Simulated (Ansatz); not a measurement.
Stepwise reaction of `[F][In]([F])[Cl]` with hydrogen, as a gas-phase model of exchange steps in deposition or etching. ΔE in kJ/mol; ΔG adds harmonic PBE0-D4 terms to CCSD(T)/CBS, at 1 bar.

Calculated with Ansatz (gas phase, PBE0-D4/def2-TZVP geometries, no zero-point term in ΔE). CCSD(T)/CBS is the MP2 limit (def2-TZVPP, def2-QZVPP) plus CCSD(T) − MP2 in def2-TZVPP, frozen cores. This one scheme is used for every species. DFT in def2-TZVPP. B3LYP here is the variant with VWN-RPA as its local correlation; programs differ in this. Elements past krypton have def2 core potentials. For In outer-core shells are correlated without core-valence functions, which leaves a few kJ/mol of doubt a bond.

```tsv
step	reaction	PBE-D4	B3LYP-D4	ωB97M-V	CCSD(T)/CBS	ΔG(500 K)
1	`[F][In]([F])[Cl]` + H₂ → `[F][InH][Cl]` + H–F	11.2	11.5	8.1	9.7	5.9
2	`[F][InH][Cl]` + H₂ → `[Cl][InH2]` + H–F	43.5	44.1	40.3	41.5	43.7
```

**Question.** By hand: ΔE of the 2 steps together at CCSD(T)/CBS.

**Answer.** (9.7) + (41.5) = 51.2 kJ/mol, or 25.6 kJ/mol a step.

In ΔE each step is higher than the one before. All are uphill at CCSD(T)/CBS. ΔG lies between 5.9 and 43.7 kJ/mol a step. PBE-D4 differs from CCSD(T)/CBS by 1.5 to 2.0 kJ/mol a step. Isolated molecules leave out the surface, adducts and barriers. Largest T1 diagnostic: 0.016.
